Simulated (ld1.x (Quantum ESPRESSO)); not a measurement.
**In, TM semilocal: configuration errors across variants**

ld1.x (Quantum ESPRESSO) 7.5 input, shortened:

```
&input
   title='In', zed=49., rel=1, dft='PBE', iswitch=3,
   config='[Kr] 4d10 4f-2 5s1.75 5p1.25'
 /
 &inputp
   pseudotype=1, tm=.true., lloc=1,
   nlcc=.false.
 /
4
4S  1  0   2.00   0.00  1.25  1.25  0.0
4D  3  2  10.00   0.00  1.70  1.70  0.0
4F  4  3  -2.00   0.35  1.70  1.70  0.0
4P  2  1   6.00   0.00  1.00  1.00  0.0
 &test
   configts(1)='4s2 4p6 4d10 5s1.75 5p1.25'
 /
```

Occupied shells without a wave of their own: 5p, 5s. They enter only through the test configuration that unscreens the potential.

All-electron excitation energies from the reference (eV): (1) 4s2 4p6 4d10 5s2 5p1 -1.433; (2) 4s2 4p6 4d10 5s2 5p0 3.930; (3) 4s2 4p6 4d10 5s1 5p0 23.165; (4) 4s2 4p6 4d10 5s0 5p0 51.485; (5) 4s1 4p6 4d10 5s2 5p1 126.116; (6) 4s2 4p6 4d10 5s2 5p1.3 -1.965; (7) 4s2 4p6 4d9 5s0 5p0 107.874.

In the semilocal form every listed channel keeps its own potential, so the choice of the local channel does not act on these tests. It acts once the file is put into the separable form.

A semilocal file is local in each channel, so a ghost entry of none says nothing of the separable form that plane-wave codes build from it.

For the base: The 5p, 5s levels have no wave, so the channel is fitted at the deeper level alone: the likely source of the large errors.

On the changes marked as counting shells twice: ld1.x takes every shell without a wave as core, so the model core holds the marked electrons as well and exchange and correlation see them twice. This cancels in the reference configuration, but the file is broken for other ones, and its errors say nothing about a proper core correction.

4 further variants failed, have other tests or another functional or relativity, and are left out.

The file “base” misses its own reference levels by 1.6 eV. The file “wave 4f channel at 0.35 Ry: rc 1.70 bohr becomes 4f channel at 1.31 Ry: rc 1.70 bohr” misses its own reference levels by 1.6 eV. The file “core correction a·sin(br)/r model core inside 0.38 bohr (5p, 5s counted twice)” misses its own reference levels by 1.6 eV. The file “wave 4f channel at 0.35 Ry: rc 1.70 bohr becomes 4f channel at 0.35 Ry: rc 2.26 bohr” misses its own reference levels by 1.6 eV. The file “local potential the f channel” misses its own reference levels by 1.6 eV. The file “wave 4p (bound): rc 1.00 bohr becomes 4p (bound): rc 1.32 bohr” misses its own reference levels by 1.6 eV.

Errors AE − PS in meV (a dash: test not solved or not reliable):

| change | (1) | (2) | (3) | (4) | (5) | (6) | (7) | bound ghosts |
| --- | --- | --- | --- | --- | --- | --- | --- | --- |
| base | +373 | +359 | -1703 | -4565 | +444 | +371 | -6158 | none |
| wave 4f channel at 0.35 Ry: rc 1.70 bohr becomes 4f channel at 1.31 Ry: rc 1.70 bohr | +373 | +359 | -1703 | -4565 | +444 | +371 | -6158 | none |
| core correction a·sin(br)/r model core inside 0.38 bohr (5p, 5s counted twice) | +371 | +201 | -2181 | -5578 | +367 | +365 | -7436 | none |
| wave 4f channel at 0.35 Ry: rc 1.70 bohr becomes 4f channel at 0.35 Ry: rc 2.26 bohr | +373 | +359 | -1703 | -4565 | +444 | +371 | -6158 | none |
| local potential the f channel | +373 | +359 | -1703 | -4564 | +444 | +371 | -6157 | none |
| wave 4p (bound): rc 1.00 bohr becomes 4p (bound): rc 1.32 bohr | +347 | +159 | -2022 | -5020 | +408 | +374 | -6799 | none |

Task: Give the same row for: wave 4d (bound): rc 1.70 bohr becomes 4d (bound): rc 2.20 bohr.

Result: +373, +359, -1710, -4610, +247, +371, -6271; bound ghosts: none.
